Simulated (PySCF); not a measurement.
**Computed properties of ZrI4, SMILES [I][Zr]([I])([I])[I], multiplicity 1**

ZrI4, SMILES [I][Zr]([I])([I])[I], multiplicity 1. Geometry: ωB97X-D3(BJ)/def2-SVP. The spin state was assumed, not searched. The isomer is the one that the SMILES or the coordinates give; other isomers of the formula were not compared. The def2 effective core potentials stand for the cores of I, Zr; spin–orbit coupling is left out. One conformer was computed; it need not be the lowest. All values are computed for the isolated molecule unless a solvent is named; none is compared with measurement here.

**Structure.** The optimised structure has Td symmetry. All 9 harmonic modes at ωB97X-D3(BJ)/def2-SVP (PySCF) are real, so it is a minimum. With heavy atoms numbered as in [Zr:1]([I:2])([I:3])([I:4])[I:5], the shortest bond between them is Zr1–I2 at 2.637 Å and the longest Zr1–I4 at 2.637 Å.

**Vibrations.** The strongest infrared lines (harmonic, unscaled, degenerate partners summed) lie at 291 cm⁻¹ (194 km/mol, Zr 69 %, I 31 %). The softest mode is at 44 cm⁻¹ and the zero-point energy is 1.9 kcal/mol.

**Electronic structure.** PBE0/def2-TZVP (PySCF) places the frontier levels at -7.88 and -2.86 eV, a gap of 5.02 eV, and gives a dipole moment of 0.00 D and a mean polarisability of 180.1 bohr³.

**Excitations.** TDDFT-PBE0/def2-SVPD (PySCF) has S1 at 3.78 eV (328 nm, f = 0.000, dark); the most intense of the 10 singlets computed lies at 3.97 eV (f = 0.10). Strengths of degenerate partners are summed. T1 (TDA) is at 3.57 eV. No vertical singlet excitation falls in the visible range (under 3.1 eV).
